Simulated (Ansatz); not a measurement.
```yaml
atoms:
  - { symbol: B, position_ang: [0.0000, 0.0000, 0.0000] }
  - { symbol: F, position_ang: [0.0000, 1.3218, 0.0000] }
  - { symbol: F, position_ang: [1.1447, -0.6609, 0.0000] }
  - { symbol: F, position_ang: [-3.4340, -1.9826, 0.0000] }
```

Basis set: pcseg-2 (spherical functions). Charge 0, multiplicity 1.

Computed with Ansatz (development build ahead of 0.2.0); each method stands on the lowest determinant of its kind that the runs found. Restricted functionals stand beside restricted open-shell atoms, which can lie above the unrestricted atoms usual in DFT and then raise those values.

The atomization energy at this shape (free ground-state atoms in the same class of orbitals less the molecule, no zero-point energy) of singlet BF₃ in separate pieces:

```json
{"method": "PBE (unrestricted)", "atomization energy": "1352.9 kJ/mol"}
{"method": "PBE (restricted)", "atomization energy": "1308.6 kJ/mol"}
```

Problem. What does PBE0 (unrestricted) give?

Solution. 1258.6 kJ/mol. Caution: charge can spread falsely over distant fragments; the shape is not the minimum. Caution for PBE (unrestricted): the unrestricted determinant is spin contaminated. Caution for PBE0 (unrestricted): the unrestricted determinant is a mixture of spin states. Caution for PBE (restricted): an unrestricted determinant lies well below.
